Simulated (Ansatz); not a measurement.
C6H4F6O2Zn (`[CH3][Zn-]1[O]C(C(F)(F)F)=CC(C(F)(F)F)=[O+]1`), relaxed with RKS PBE0-D4/def2-TZVP in the Gaussian-basis code of Ansatz from a GFN2-xTB geometry. The force threshold is 0.005 eV/Å; the program also tests the step.

Total charge 0; spin multiplicity 1.

Start:

```xyz
19

C    -3.808   -0.499    0.897
Zn   -1.895   -0.281    0.418
O    -0.434   -1.312   -0.517
C     0.755   -0.983   -0.707
C     1.607   -2.034   -1.461
F     1.078   -2.309   -2.657
F     2.869   -1.644   -1.672
F     1.663   -3.181   -0.776
C     1.382    0.199   -0.321
C     0.670    1.182    0.365
C     1.487    2.443    0.740
F     0.751    3.355    1.367
F     2.011    3.025   -0.349
F     2.516    2.132    1.543
O    -0.527    1.167    0.710
H    -3.976   -1.431    1.424
H    -4.435   -0.504    0.012
H    -4.135    0.313    1.535
H     2.422    0.361   -0.548
```

Problem. By how much does the energy fall, and how many steps does the optimiser take? (Best estimate.)

Solution. Computed: 0.10 eV, in 42 steps, 6 of them rejected.

Problem. Which bonds change most? (An estimate is asked.)

Solution. Computed: C1–Zn2 from 1.984 to 1.938 Å; Zn2–O3 from 2.018 to 1.981 Å; Zn2–O15 from 2.013 to 1.982 Å; C4–C5 from 1.549 to 1.539 Å.

Problem. Give the relaxed structure. (Best estimate.)

Solution. The calculation gave: 
```xyz
19

C    -3.661   -0.551    0.980
Zn   -1.808   -0.273    0.485
O    -0.460   -1.311   -0.531
C     0.722   -0.964   -0.759
C     1.512   -1.999   -1.579
F     0.912   -2.202   -2.750
F     2.765   -1.614   -1.819
F     1.554   -3.157   -0.924
C     1.363    0.206   -0.365
C     0.703    1.180    0.379
C     1.472    2.450    0.781
F     0.866    3.524    0.280
F     2.732    2.446    0.345
F     1.497    2.563    2.107
O    -0.482    1.169    0.785
H    -3.774   -1.496    1.515
H    -4.290   -0.589    0.089
H    -4.016    0.257    1.621
H     2.393    0.362   -0.641
```
